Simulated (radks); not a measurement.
Results of a calculation; reference values are marked as such.
All-electron atom: neutral xenon in [Xe]. Code: a radial shooting solver on a logarithmic mesh with Libxc functionals. Model: non-relativistic Kohn-Sham, exchange-only LDA, spin-polarised, spherical densities, point nucleus; relativity is left out, which matters for an element this heavy. Some entries of the table are withheld. Estimate them.

orbital  occ.  eigenvalue (eV)  r(max) (bohr)
1s          2        -32887.31        0.01866
2s          2        -4986.387         0.1030
2p          6        -4694.414        0.08040
3s          2        -1016.247            (1)
3p          6        -892.4650         0.2791
3d         10        -661.4480         0.2265
4s          2        -180.1212            (2)
4p          6        -136.2005            (3)
4d         10              (4)         0.7458
5s          2         -17.0167          1.689
5p          6          -7.2298          1.930

Answer. 
(1) 3s r(max) (bohr): 0.2927
(2) 4s r(max) (bohr): 0.6886
(3) 4p r(max) (bohr): 0.7052
(4) 4d eigenvalue (eV): -60.6724
